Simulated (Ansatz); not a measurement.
Program: Ansatz. Geometries: PBE0-D4/def2-TZVP. ΔE: electronic, gas phase. CCSD(T)/CBS is the MP2 limit (def2-TZVPP, def2-QZVPP) plus CCSD(T) − MP2 in def2-TZVPP, frozen cores. This one scheme is used for every species. DFT in def2-TZVPP. For Se outer-core shells are correlated without core-valence functions, which leaves a few kJ/mol of doubt a bond. Scalar relativity is left out up to krypton. One conformer a species, not always the lowest.

`ClB(Cl)[SeH]` + H–F → `FB(Cl)Cl` + H₂Se  (ligand exchange at a B–Se bond)

`ClB(Cl)[SeH]`:

```xyz
5

Cl   -0.278   -1.629    0.789
B     0.461   -0.171    0.183
Cl    2.174    0.088    0.401
Se   -0.533    1.202   -0.734
H    -1.824    0.510   -0.639
```

H–F:

Z-matrix (Å, degrees):
```
F
H 1 0.920
```

`FB(Cl)Cl`:

```xyz
4

F    -1.206   -0.508   -0.518
B    -0.083   -0.035   -0.036
Cl   -0.135    1.255    1.129
Cl    1.425   -0.712   -0.575
```

H₂Se:

Z-matrix (Å, degrees):
```
Se
H 1 1.467
H 1 1.467 2 91.2
```

```tsv
species	LC-ωPBE energy (Eh)
`ClB(Cl)[SeH]`	-3346.94266
H–F	-100.44042
`FB(Cl)Cl`	-1044.98836
H₂Se	-2402.42449
```

Question: Work out ΔE.

Answer: ΔE = (-1044.98836) + (-2402.42449) − (-3346.94266) − (-100.44042) = -0.02977 Eh = -0.81 eV. CCSD(T)/CBS gives -0.64 eV.

Largest T1 diagnostic among the species: 0.012.

The D4 term adds +0.10 eV with B3LYP and +0.05 eV with PBE0; it sums over pairs of atoms, weighted by their polarisabilities, and B3LYP, whose exchange is more repulsive, gets the larger term. In def2-TZVPP, CCSD(T) changes the Hartree–Fock value by +0.33 eV (the triples alone add +0.05 eV) and MP2 by +0.44 eV. Leaving LDA and LC-ωPBE aside and taking each functional with its dispersion term where it has one, the values, not all of them listed here, spread over 0.27 eV, from CAM-B3LYP-D4 to revPBE-D4.

B3LYP here is the variant with VWN-RPA as its local correlation; programs differ in this.
